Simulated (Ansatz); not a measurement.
`O[BH][AlH][F]` + `BC[SiH3]` → `BC[SiH2]BO` + `[F][AlH2]`  (formal exchange of groups at a B–Al bond)

Program: Ansatz. Geometries: PBE0-D4/def2-TZVP. ΔE: electronic, gas phase. CCSD(T)/CBS is the MP2 limit (def2-TZVPP, def2-QZVPP) plus CCSD(T) − MP2 in def2-TZVPP, frozen cores. This one scheme is used for every species. DFT in def2-TZVPP. B3LYP here is the variant with VWN-RPA as its local correlation; programs differ in this. Each species was taken in one conformer, which may not be the lowest.

`O[BH][AlH][F]`:

Z-matrix (Å, degrees):
```
B
Al 1 2.147
O 1 1.355 2 118.0
H 1 1.209 2 124.2 3 180.0
F 2 1.659 1 117.1 3 109.6
H 2 1.588 1 128.4 3 -71.9
H 3 0.963 1 113.9 2 -179.6
```

`BC[SiH3]`:

Cartesian coordinates in Å:
```
B 0.067 0.967 1.182
C -0.618 0.541 -0.120
Si 0.320 -0.985 -0.743
H -0.265 0.492 2.231
H 0.993 1.726 1.164
H -0.542 1.261 -0.940
H -1.650 0.194 -0.008
H 0.223 -2.100 0.234
H -0.282 -1.423 -2.029
H 1.754 -0.673 -0.970
```

`BC[SiH2]BO`:

```xyz
13

B    -1.739   -0.817   -0.994
C    -1.203    0.514   -0.471
Si   -0.033   -0.303    0.807
B     1.871    0.369    0.661
O     2.185    1.155   -0.390
H    -1.196   -1.376   -1.906
H    -2.657   -1.362   -0.449
H    -1.889    1.140    0.099
H    -0.576    1.103   -1.141
H    -0.589   -0.147    2.179
H    -0.003   -1.783    0.554
H     2.722    0.082    1.465
H     3.108    1.426   -0.414
```

`[F][AlH2]`:

Z-matrix (Å, degrees):
```
Al
F 1 1.650
H 1 1.576 2 117.0
H 1 1.576 2 117.0 3 -179.9
```

| level | ΔE (kJ/mol) |
| --- | --- |
| PBE-D4 | -19.5 |
| PBE0-D4 | -17.5 |
| ωB97X-V | -13.9 |
| ωB97M-V | -15.8 |
| B2PLYP | -11.4 |
| B3LYP | -8.8 |
| HF/def2-TZVPP | 0.1 |
| HF/def2-QZVPP | 0.2 |

Task: What does CCSD(T)/CBS give? (Estimate.)

Result: Ansatz gave: -14.5 kJ/mol. The listed levels differ from it by -5.0, -3.0, 0.6, -1.3, 3.1, 5.7, 14.6, 14.7 kJ/mol.

Largest T1 diagnostic among the species: 0.014.

In def2-TZVPP, CCSD(T) changes the Hartree–Fock value by −14.1 kJ/mol (the triples alone add −2.7 kJ/mol) and MP2 by −16.4 kJ/mol. The D4 term adds −4.4 kJ/mol with B3LYP and −2.5 kJ/mol with PBE0; it sums over pairs of atoms, weighted by their polarisabilities, and B3LYP, whose exchange is more repulsive, gets the larger term.
